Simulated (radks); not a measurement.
Task: All-electron atom: Nd13+ in [Kr] 4d10 5s1. Method: scalar-relativistic Kohn-Sham, PBE, spin-unpolarised, spherical densities, point nucleus; computed with a radial shooting solver on a logarithmic mesh with Libxc functionals. Some entries of the table are withheld. Estimate them.

| orbital | occ. | eigenvalue (Ry) | <1/r> (bohr^-1) | r(max) (bohr) |
|---|---|---|---|---|
| 1s | 2 | -3208.530 | 66.06 | 0.01510 |
| 2s | 2 | -534.3754 | 15.26 | 0.08549 |
| 2p | 6 | -479.6166 | 14.38 | 0.06892 |
| 3s | 2 | -130.4613 | 5.566 | 0.2437 |
| 3p | 6 | -113.1923 | (1) | (2) |
| 3d | 10 | -89.24513 | 4.989 | 0.1961 |
| 4s | 2 | -39.97163 | 2.374 | (3) |
| 4p | 6 | -34.18696 | 2.205 | 0.5831 |
| 4d | 10 | -25.92473 | 1.974 | 0.6044 |
| 5s | 1 | (4) | 1.131 | 1.170 |

Result: 
(1) 3p <1/r> (bohr^-1): 5.259
(2) 3p r(max) (bohr): 0.2387
(3) 4s r(max) (bohr): 0.5606
(4) 5s eigenvalue (Ry): -17.29144
